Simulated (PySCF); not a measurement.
Where the electron goes

C4H5BS2.
Cartesian coordinates in Å at the PBE0-D3(BJ)/def2-SVP level; atoms count from 1:
```xyz
12
C4H5BS2 angstrom
C      3.638   -0.628    0.109
C      2.439   -0.430    0.042
B      0.945   -0.183   -0.037
S      0.140    0.409   -1.533
C     -1.468    0.734   -0.723
C     -1.690   -0.265    0.392
S     -0.152   -0.459    1.362
H      4.698   -0.803    0.168
H     -1.444    1.764   -0.333
H     -2.259    0.670   -1.485
H     -1.959   -1.254   -0.011
H     -2.491    0.062    1.072
```

Method used: TDDFT wB97X-D/def2-SVPD, vertical, gas phase, core orbitals frozen in the response (PySCF).

Kohn–Sham orbitals with the atoms that hold most of them (Löwdin shares over 4%, at most four atoms; ? is withheld):

```csv
orbital,ε (eV),atoms
LUMO+2,1.86,"S4 24%, S7 24%, B3 22%, C1 11%"
LUMO+1,1.58,"S4 25%, S7 25%, B3 19%, C5 7%"
LUMO,0.16,?
HOMO,-8.81,?
HOMO-1,-9.64,"C1 22%, C2 21%, S4 18%, S7 18%"
HOMO-2,-9.94,"C1 35%, C2 32%, S7 11%, S4 11%"
HOMO-3,-10.74,"S7 28%, S4 28%, C2 12%, C1 10%"
```

(1) Give the leading atoms of the HOMO.

(2) Give the leading atoms of the LUMO.

(3) The HOMO–LUMO gap is 8.98 eV. Where does the response calculation put the lowest singlet, and from which orbitals?

(4) Give energy, strength and leading configuration of S1, S2 and S3, and follow the Löwdin shares of the leading atoms from the occupied to the empty orbital.

## Answers

(1) S7 (bonded to B and C) 37%; S4 (bonded to B and C) 37%; B3 (bonded to C and 2 S) 9%; C6 (bonded to C, S and 2 H) 6%. By element: sulfur 74%, boron 9%, carbon 6% or more.

(2) B3 (bonded to C and 2 S) 28%; C2 (bonded to B and C) 18%; C1 (bonded to C and H) 18%; S7 (bonded to B and C) 14%. By element: carbon 37% or more, boron 28%, sulfur 14% or more.

(3) S1 is at 4.88 eV (f = 0.091), 4.10 eV below the gap, made of HOMO→LUMO (96%). Without the coupling terms of the response equations the lowest excitation would equal the gap.

(4) 
- S1 (4.88 eV, f 0.091), HOMO→LUMO (96%): S7 37% → 14%, S4 37% → at most 14%, B3 9% → 28%, C2 at most 6% → 18%
- S2 (4.91 eV, f 0.0014), HOMO-2→LUMO (83%): C1 35% → 18%, C2 32% → 18%, B3 at most 11% → 28%
- S3 (5.45 eV, f 0.135), HOMO-1→LUMO (71%): C1 22% → 18%, C2 21% → 18%, B3 at most 19% → 28%

Löwdin shares depend on the basis, the more so with diffuse functions.

On one thread, x86-64 server (shared host), this took 1.8 min.

One conformer stands for the species.
